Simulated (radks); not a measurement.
Problem. Rh II, 44 electrons, occupied as [Kr] 4d8. All-electron calculation, scalar-relativistic Kohn-Sham, AM05, spin-polarised, spherical densities, finite nucleus; open shells are filled with parallel spins first (spin-orbit coupling, left out, can overturn this in heavy ions); Fermi nuclear charge, rms radius 4.4945 fm. Program: a radial shooting solver on a logarithmic mesh with Libxc functionals. Some entries of the table are withheld. Estimate them.

orbital  occ.  eigenvalue (hartree)  r(max) (bohr)
1s up       1             -845.8805        0.02119
1s down     1             -845.8804        0.02119
2s up       1             -122.8980         0.1199
2s down     1             -122.8873         0.1199
2p up       3             -110.2189        0.09579
2p down     3             -110.2107        0.09579
3s up       1             -22.17116         0.3518
3s down     1             -22.16436         0.3519
3p up       3             -18.00415         0.3449
3p down     3             -17.99655         0.3449
3d up       5             -11.32997         0.2911
3d down     5             -11.31925         0.2911
4s up       1                   (1)            (2)
4s down     1                   (3)            (4)
4p up       3              -2.15421         0.9448
4p down     3              -2.10653         0.9437
4d up       5              -0.51931          1.149
4d down     3              -0.47282          1.148

Solution. 
(1) 4s up eigenvalue (hartree): -3.32814
(2) 4s up r(max) (bohr): 0.8815
(3) 4s down eigenvalue (hartree): -3.28234
(4) 4s down r(max) (bohr): 0.8806
